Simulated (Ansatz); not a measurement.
A set of 12 reactions (atomization), with CCSD(T)/CBS values in kJ/mol:

```json
{"reaction": "`C=C[Si](O)O`• → 2 C• + 5 H• + 2 O• + Si•", "ΔE": "4014.4"}
{"reaction": "`[CH3][Ge]([CH3])([OH])[OH]` → 2 C• + Ge• + 8 H• + 2 O•", "ΔE": "4862.1"}
{"reaction": "`C=[N][Ga]([Cl])[Cl]` → C• + 2 Cl• + Ga• + 2 H• + N•", "ΔE": "2399.4"}
{"reaction": "`CCCCC(=O)CC` → 7 C• + 14 H• + O•", "ΔE": "9011.7"}
{"reaction": "`C=[C](C)[GeH3]` → 3 C• + Ge• + 8 H•", "ΔE": "4357.2"}
{"reaction": "`OC(F)O[SiH3]` → C• + F• + 5 H• + 2 O• + Si•", "ΔE": "3660.3"}
{"reaction": "`SB[B]1[CH2][GeH2]1` → 2 B• + C• + Ge• + 6 H• + S•", "ΔE": "3675.0"}
{"reaction": "`[CH3][In]([I])[I]` → C• + 3 H• + 2 I• + In•", "ΔE": "2055.4"}
{"reaction": "`C[Si]1(Br)CO1` → Br• + 2 C• + 5 H• + O• + Si•", "ΔE": "3766.0"}
{"reaction": "`CC/C=C(/C)CC` → 7 C• + 14 H•", "ΔE": "8537.6"}
{"reaction": "`N#[C][Sn]([F])([F])[Cl]` → C• + Cl• + 2 F• + N• + Sn•", "ΔE": "2325.6"}
{"reaction": "`C[CH2][Al]([CH3])[CH3]` → Al• + 4 C• + 11 H•", "ΔE": "5937.3"}
```

Program: Ansatz. Geometries: PBE0-D4/def2-TZVP. ΔE: electronic, gas phase. CCSD(T)/CBS adds triple-zeta CCSD(T) − MP2 to the extrapolated MP2 energy (def2 sets, frozen cores). This one scheme is used for every species, atoms too. For atomizations the MP2-based limit and the directly extrapolated one differ by several kJ/mol either way, and by 10 to 25 for some Ge, Se and Sn compounds, so smaller differences from it don't rank the levels. DFT in def2-TZVPP. B3LYP here is the variant with VWN-RPA as its local correlation; programs differ in this. HSE06 is defined as in plane-wave codes. Open shells (•) are unrestricted, without spin–orbit coupling. Spin–orbit coupling would lower the free atoms: a little for Al, B, C, Cl, F, O, S, Si; clearly for Br, Ga, Ge; strongly for I, In, Sn. Elements past krypton have def2 core potentials. Bonds to Br, Ga, Ge, I, In, Sn are less sure, by a few kJ/mol each and by 10 to 20 or more in all where they break to atoms, as the def2 sets lack core-valence functions. Scalar relativity is left out up to krypton. One conformer a species, not always the lowest.

Q: Give the mean, mean absolute and largest difference (level minus CCSD(T)/CBS, kJ/mol) for: r2SCAN-D4, CAM-B3LYP-D4, revPBE, PBE0, B3LYP, HSE06, LC-ωPBE, HF/def2-TZVPP, CCSD/def2-TZVPP, HF/def2-QZVPP, MP2/def2-QZVPP, HF/CBS(def2), MP2/CBS(def2), CCSD/CBS(def2). (Estimate.)

A: Ansatz gave: 
```json
{"level": "r2SCAN-D4", "mean": "9.4", "mean absolute": "21.9", "largest": "67.5"}
{"level": "CAM-B3LYP-D4", "mean": "2.6", "mean absolute": "24.9", "largest": "-56.7"}
{"level": "revPBE", "mean": "-105.9", "mean absolute": "105.9", "largest": "-158.7"}
{"level": "PBE0", "mean": "-16.5", "mean absolute": "33.6", "largest": "-70.0"}
{"level": "B3LYP", "mean": "-58.7", "mean absolute": "58.7", "largest": "-93.4"}
{"level": "HSE06", "mean": "-12.0", "mean absolute": "32.4", "largest": "-65.8"}
{"level": "LC-ωPBE", "mean": "-22.0", "mean absolute": "23.3", "largest": "-56.0"}
{"level": "HF/def2-TZVPP", "mean": "-1215.4", "mean absolute": "1215.4", "largest": "-2260.1"}
{"level": "CCSD/def2-TZVPP", "mean": "-180.6", "mean absolute": "180.6", "largest": "-309.1"}
{"level": "HF/def2-QZVPP", "mean": "-1210.0", "mean absolute": "1210.0", "largest": "-2252.9"}
{"level": "MP2/def2-QZVPP", "mean": "27.9", "mean absolute": "34.1", "largest": "88.7"}
{"level": "HF/CBS(def2)", "mean": "-1209.1", "mean absolute": "1209.1", "largest": "-2251.7"}
{"level": "MP2/CBS(def2)", "mean": "73.6", "mean absolute": "73.6", "largest": "128.6"}
{"level": "CCSD/CBS(def2)", "mean": "-68.9", "mean absolute": "68.9", "largest": "-117.7"}
```

The largest T1 diagnostic in the set is 0.022, for `C=C[Si](O)O`• (customary mark 0.045).

CCSD(T)/CBS is a level of theory with its own doubt, and the functionals carry their triple-zeta basis error, so these figures describe this set and don't rank the functionals.
